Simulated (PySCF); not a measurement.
## Electron correlation in Hf (hafnium, neutral)

[Xe] 4f14 5d2 6s1 6p1, one real determinant (an excited configuration). Computed with PySCF 2.14 in def2-TZVPPD with the def2 core potential (60 electrons), with a scalar-relativistic core potential. Frozen: 5s2 5p6; 4 electrons correlated.

```json
{"level": "CCSD", "correlation energy (mhartree)": "-26.07"}
{"level": "(T)", "correlation energy (mhartree)": "-1.55"}
{"level": "CCSD(T)", "correlation energy (mhartree)": "-27.62"}
```

Diagnostics: T1 = 0.025, D1 = 0.0643, largest double amplitude 0.221.

Problem. Is a single reference adequate?

Solution. Not fully. The real determinant used has ⟨L²⟩ near 14 against 20 for a pure G term, so it mixes terms. Spin-orbit coupling, absent here, splits the open shell strongly. A double-excitation amplitude exceeds 0.15, a sign of near-degeneracy.

The reference is one real determinant that mixes LS terms of this configuration.
